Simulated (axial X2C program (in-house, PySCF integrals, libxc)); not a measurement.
## Working with the constants of InSe⁻

A bond curve at the CCSD(T) level, with spin–orbit coupling, was computed with an axial X2C code built on PySCF integrals (basis In dyall-acv3z [12s13p10d5f1g], Se dyall-acv3z [9s10p7d5f1g] (cores contracted in-house)) for the state Ω = 0 (closed shell). Its fit gives Re = 2.4789 Å, ωe = 255.3 cm⁻¹, ωexe = 0.534 cm⁻¹ and αe = 1.743e-04 cm⁻¹; the masses are 114.9039 and 79.9165 u. Two-component means X2C with spin–orbit coupling and atomic mean-field Coulomb and Gaunt terms.

Correlated methods: 10 electrons correlated (number of frozen shells: In 4 s, 3 p, 2 d; Se 3 s, 2 p, 1 d), 338 virtual spin orbitals or spinors in MP2, 90 natural virtuals in coupled cluster.

Question: Find the reduced mass, Be and the force constant.

Answer: From the CCSD(T) values: μ = 47.1343 u. Be = 16.8576/(μ Re²) = 0.0582 cm⁻¹. k = 5.8918×10⁻⁷ μ ωe² = 1.81 mdyn/Å.

Question: A Morse curve ties αe to the other constants (Pekeris). How well does that hold?

Answer: αe(Morse) = 6Be²/ωe × (√(ωexe/Be) − 1) = 1.615e-04 cm⁻¹; the CCSD(T) curve gives 1.743e-04 cm⁻¹, a ratio of 0.93.

Question: Where do the fundamental and the first overtone lie?

Answer: ν(1←0) = ωe − 2ωexe = 254.2 cm⁻¹; ν(2←0) = 2ωe − 6ωexe = 507.4 cm⁻¹.

Question: Give B0, the J = 1←0 line in GHz and the most populated J at 300 K (kT = 208.5 cm⁻¹).

Answer: B0 = Be − αe/2 = 0.05812 cm⁻¹; 2B0 = 3.485 GHz; J(max) ≈ √(kT/2B0) − 1/2 = 41.9, so J = 42.

Question: Estimate De from a Morse curve and compare with the computed well depth of 3.279 eV to In + Se-.

Answer: De(Morse) = ωe²/(4ωexe) = 3.783 eV against 3.279 eV computed, a ratio of 1.15. The extrapolation overshoots: the well softens faster than a Morse curve, or the lowest atomic limit lies below the one to which the curve heads.

The state is a single determinant with fixed occupations, the lowest that a limited PBE0 search found. Dissociation energies refer to the lowest single-determinant-based atoms at the same level and basis. CCSD and (T) use frozen natural virtuals with an MP2 correction for the truncation; (T) itself is uncorrected, so its De runs slightly low. With the outer-core shells frozen, correlated bond lengths of heavy atoms tend to come out a few hundredths of an ångström too long.
